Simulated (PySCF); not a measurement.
Computed structure and properties of [Pm4S4]4+

System: [Pm4S4]4+ (singlet in the valence; each metal's 4f electrons, 4 of them, lie in its core potential, out of spins and levels); start: template (Td). Method: PySCF 2.14.0, RKS B3LYP, Pm lcecp-1-SVP with ECP50, S def2-SVP; non-relativistic Hamiltonian with scalar-relativistic core potentials where named; density fitting; no spin-orbit coupling.

Input of the relaxation:

```python
mol = gto.M(atom='''
Pm     1.33860     1.33860     1.33860
Pm     1.33860    -1.33860    -1.33860
Pm    -1.33860     1.33860    -1.33860
Pm    -1.33860    -1.33860     1.33860
S      1.40550     1.40550    -1.40550
S      1.40550    -1.40550     1.40550
S     -1.40550     1.40550     1.40550
S     -1.40550    -1.40550    -1.40550''',
    basis={'Pm': 'lcecp-1-SVP', 'S': 'def2-SVP'},
    ecp={'Pm': 'lcecp-1-SVP'},
    charge=4, spin=0)
mf = dft.RKS(mol, xc='B3LYP')
mf.grids.atom_grid = (50, 194)  # f atoms: unpruned, at least (60, 302)
mf = mf.density_fit()  # fitting sets: Pm AutoAux, S def2-universal-JKFIT
mf.conv_tol = 1e-08; mf.max_cycle = 55
mf.kernel(dm0)  # dm0: converged density of the start geometry
# quasi-Newton relaxation in Cartesian coordinates to a largest gradient under 0.00045 Eh/bohr, steps kept in the point group
```

Run from Python with OMP_NUM_THREADS=4; the lines above give its settings. Where DIIS fails, smearing, a level shift and second-order steps follow.
It took 2.6 min on 4 threads of Arm Neoverse V2 (shared host), from the converged density of the start.

Course of the relaxation:

```csv
step,energy above end (eV),largest force component within the symmetry (eV/Å)
0,1.1891,1.169
1,0.7312,0.919
2,0.0800,0.313
3,0.0015,0.057
4,0.0003,0.019
5,0.0001,0.012
6,0.0000,0.002
```

Relaxed geometry (Td):

```xyz
8

Pm    1.4437    1.4437    1.4437
Pm    1.4437   -1.4437   -1.4437
Pm   -1.4437    1.4437   -1.4437
Pm   -1.4437   -1.4437    1.4437
S     1.2885    1.2885   -1.2885
S     1.2885   -1.2885    1.2885
S    -1.2885    1.2885    1.2885
S    -1.2885   -1.2885   -1.2885
```

```csv
contact,Å
S5–Pm1,2.741
S5–Pm2,2.741
S5–Pm3,2.741
S6–Pm1,2.741
S6–Pm2,2.741
S6–Pm4,2.741
S7–Pm1,2.741
S7–Pm3,2.741
S7–Pm4,2.741
S8–Pm2,2.741
S8–Pm3,2.741
```

On the finer grid (75, 302):

The HOMO is -21.27 eV. The LUMO is -16.88 eV, the dipole about the centre of mass is 0.00 D and the set of Mulliken populations of Pm1 outside the core potential is s 2.28, p 6.14, d 1.04, f 0.03. The D3(BJ) dispersion energy (not in the energies) is -1.557 eV.

```
atom  Mulliken (e)  Löwdin (e)  spin (e)
 Pm1          1.51        0.85      0.00
 Pm2          1.51        0.85      0.00
 Pm3          1.51        0.85      0.00
 Pm4          1.51        0.85      0.00
  S5         -0.51        0.15      0.00
  S6         -0.51        0.15      0.00
  S7         -0.51        0.15      0.00
  S8         -0.51        0.15      0.00
```

The 4f levels lie in the core potential and are missing. Their spin isn't counted.

On the grid (50, 194), as all that follows. Harmonic modes: a minimum; lowest 85 cm⁻¹ (negative: unstable), highest 295 cm⁻¹, zero-point energy 0.225 eV.

One start shape was tried, so this needn't be the lowest isomer.

An lcecp potential fixes the number of 4f electrons, so in runs with it no electron can move into or out of that shell.
